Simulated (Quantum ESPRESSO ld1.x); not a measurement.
Problem. Coulomb parameter of the 5d shell of the iridium ion Ir2+ in the model configuration [Xe] 4f14 5d6 6p1, as a second difference U = [E(n + 0.25) + E(n - 0.25) - 2 E(n)] / (0.25)^2 with all orbitals relaxed. "Bare": the charge of the atom changes with n. "Screened": the 6p shell takes up the change at fixed total charge, which measures U(5d,5d) + U(6p,6p) - 2 U(5d,6p). Calculated with ld1.x of Quantum ESPRESSO 7.5: Dirac Kohn-Sham, PBE, spin-unpolarised, spherical densities, point nucleus; open shells are shared between the two j in proportion to 2j + 1. Estimate both.

Solution. U(bare) = 12.067 eV, U(screened by 6p) = 2.177 eV.
